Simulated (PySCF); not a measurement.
## SbP: script and output

The script input.py:

```python
from pyscf import gto, dft

mol = gto.M(
    atom='Sb 0 0 0; P 0 0 2.308',
    basis='x2c-svpall',
    charge=0,
    spin=0,
    symmetry=True,
    verbose=3,
)
mf = dft.RKS(mol, xc='mn15')
mf = mf.sfx2c1e()
mf.kernel()
mf.analyze()
print('orbital energies (hartree):', mf.mo_energy[..., max(0, mol.nelec[1]-3):mol.nelec[0]+3].round(4))
```

```bash
$ python input.py
```

It prints (some set-up lines and the per-cycle HOMO/LUMO lines with their warnings removed):

```
converged SCF energy = -6826.45150207693
Wave-function symmetry id = 0
**** MO energy ****
[22 lines left out]
MO #23 (A1 #11), energy= -3.85413879877113 occ= 2
MO #24 (E2x #2), energy= -1.3524763857486 occ= 2
MO #25 (E2y #2), energy= -1.3524763857486 occ= 2
MO #26 (A1 #12), energy= -1.34987436658808 occ= 2
MO #27 (E1x #6), energy= -1.34877637166247 occ= 2
MO #28 (E1y #6), energy= -1.34877637166247 occ= 2
MO #29 (A1 #13), energy= -0.642175520393796 occ= 2
MO #30 (A1 #14), energy= -0.48802899639892 occ= 2
MO #31 (A1 #15), energy= -0.294288795060356 occ= 2
MO #32 (E1x #7), energy= -0.267762057557373 occ= 2
MO #33 (E1y #7), energy= -0.267762057557373 occ= 2
MO #34 (E1x #8), energy= -0.0851947026685571 occ= 0
MO #35 (E1y #8), energy= -0.0851947026685571 occ= 0
MO #36 (A1 #16), energy= 0.0548897733190616 occ= 0
[18 lines left out]
 ** Mulliken atomic charges  **
charge of    0Sb =      0.12115
charge of    1P =     -0.12115
Dipole moment(X, Y, Z, Debye): -0.00000, -0.00000, -1.36356
orbital energies (hartree): [-0.2943 -0.2678 -0.2678 -0.0852 -0.0852  0.0549]
```

In short: E(SCF) = -6826.451502 Eh, μz(SCF) = -1.36 D.

Wall time 6.6 s on one thread of a shared host.

Stability towards an unrestricted solution was not tested. The bond length is a typed value, not an optimised one.
